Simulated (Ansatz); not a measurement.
Compare A (`C=C(Br)OC`) with its isomer B (`C/C=C(\O)Br`).

Gas-phase electronic energies from Ansatz, PBE0-D4/def2-TZVP geometries. CCSD(T)/CBS is the MP2 limit (def2-TZVPP, def2-QZVPP) plus CCSD(T) − MP2 in def2-TZVPP, frozen cores. DFT in def2-TZVPP. B3LYP here is the variant with VWN-RPA as its local correlation; programs differ in this. For Br outer-core shells are correlated without core-valence functions, which leaves a few kJ/mol of doubt a bond. Scalar relativity is left out up to krypton. One conformer a species, not always the lowest.

(1) Which isomer does CCSD(T)/CBS put lower? Give the gap. (Estimate.)

(2) Give E(B) − E(A) in kcal/mol with MP2/def2-TZVPP, PBE-D4, PBE0-D4, ωB97M-V, B2PLYP, B3LYP-D4, HF/def2-TZVPP. (Estimate.)

Largest T1 diagnostic: 0.010.

## Answers

(1) Ansatz gave: B, by 13.0 kcal/mol.

(2) Computed: MP2/def2-TZVPP -13.5, PBE-D4 -12.9, PBE0-D4 -13.6, ωB97M-V -12.8, B2PLYP -12.3, B3LYP-D4 -11.6, HF/def2-TZVPP -11.1. None reverses the order clearly.

In def2-TZVPP, CCSD(T) changes the Hartree–Fock value by −1.5 kcal/mol (the triples alone add +0.1 kcal/mol) and MP2 by −2.4 kcal/mol.
